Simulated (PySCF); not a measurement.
Computed shifts of a molecule C2H6BNO2, B3LYP/pcSseg-1 (PySCF), GIAO, gas phase, equivalent atoms averaged, in ppm (number of nuclei): ¹³C: 163.9 (1), 101.9 (1). ¹⁵N: 56.0 (1). ¹H: 7.02 (1), 5.07 (1), 4.86 (1), 3.08 (1), 2.95 (1), 2.07 (1). References: ¹³C against TMS (σ = 181.3 ppm); ¹⁷O against H2O (σ = 333.8 ppm); ¹¹B against BF3 (σ = 86.3 ppm); ¹⁵N against NH3 (σ = 265.5 ppm); ¹H against TMS (σ = 31.68 ppm), references at their B3LYP-D3(BJ)/def2-TZVP geometries, non-relativistic. Geometry optimised at PBE-D3(BJ)/def2-SVP. Other conformers were not sampled.

Problem. Pick the molecule that these values belong to.
A) C=COB(N)O
B) CNB1OCO1
C) CC1OB(N)O1
D) NB1COCO1

Solution. A, C=COB(N)O
